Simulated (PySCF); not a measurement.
# Reading the logs of faulty runs: BFH5NSi

All numbers below are calculated, not measured. The program is PySCF 2.14.0, an open-source quantum chemistry code, run on an isolated molecule that a program drew, which may never have been made. The molecule is BFH5NSi (charge 0, singlet), drawn as the SMILES string `NB(F)[SiH3]`.

Each row is a Hartree-Fock (HF) and frozen-core CCSD(T) single point in the cc-pV(D+d)Z basis, meant for a local HF minimum. Run 1 is clean. Each other run has one planted mistake out of seven kinds, and not every kind appears here: one electron removed, one electron added, multiplicity raised by two, geometry at a saddle point, minimal basis STO-3G, one bond length entered in bohr, all coordinates scaled. The reference is restricted for singlets and unrestricted otherwise, and also for a bond in bohr. Adding or removing an electron swaps singlet and doublet. Electrons count all cores. HOMO and LUMO are orbital energies over both spins, the gradient is its largest component, and the lowest frequency (negative if imaginary) is given only where the gradient is small. Bond lengths are over the 8 bonds as drawn. T1 is the CCSD diagnostic: over 0.02 (restricted) or 0.045 (unrestricted) a single reference is doubtful.

Geometry of the clean run:
```xyz
9
BFH5NSi, angstrom
N    -1.6995    0.8075   -0.1186
B    -0.4595    1.0284    0.4660
F     0.5921    1.2071   -0.3636
Si   -0.1434    1.0961    2.4855
H    -1.8233    0.7788   -1.1116
H    -2.5349    0.6648    0.4072
H     0.8081    0.0372    2.9063
H    -1.4173    0.8925    3.2248
H     0.4194    2.4093    2.8886
```

| run | electrons | basis functions | <S^2> | HOMO (eV) | LUMO (eV) | gradient (hartree/bohr) | lowest frequency (cm^-1) | mean bond (Å) | longest bond (Å) | T1 | HF (hartree) | CCSD(T) (hartree) | mistake |
|---|---|---|---|---|---|---|---|---|---|---|---|---|---|
| 1 | 40 | 90 | 0.000 | -11.44 | 3.54 | 2.6e-05 | 83 | 1.4049 | 2.045 | 0.0139 | -470.52542 | -471.12446 | no fault |
| 2 | 40 | 90 | 2.009 | -5.13 | -1.48 | 5.1e-02 | - | 1.4049 | 2.045 | 0.0201 | -470.31100 | -470.89720 | multiplicity raised by two |
| 3 | 40 | 29 | 0.000 | -8.67 | 9.18 | 3.7e-02 | - | 1.4049 | 2.045 | 0.0147 | -464.75542 | -464.94939 | minimal basis STO-3G |
| 4 | 39 | 90 | 0.760 | -18.03 | -8.77 | 1.5e-01 | - | 1.4049 | 2.045 | 0.0223 | -470.15490 | -470.74090 | one electron removed |
| 5 | 40 | 90 | 1.015 | -7.40 | 2.01 | 3.4e-02 | - | 1.5594 | 2.624 | 0.0167 | -470.32668 | -470.89023 | one bond length entered in bohr |
| 6 | 41 | 90 | 0.758 | 2.18 | 9.49 | 9.0e-02 | - | 1.4049 | 2.045 | 0.0141 | -470.41886 | -471.03195 | ? |

**Which mistake was planted in run 6, and what did it cost?**

It counts 41 electrons, one more than the clean run, at the same geometry and basis. So the mistake is: one electron added. Subtracting run 1 and multiplying by 627.51 kcal/mol a hartree, the energy moved by 66.9 kcal/mol in HF and 58.1 kcal/mol in CCSD(T).

Cautions from the logs. Run 6: the HOMO is above zero, so the electron isn't bound and the energy depends on the basis.
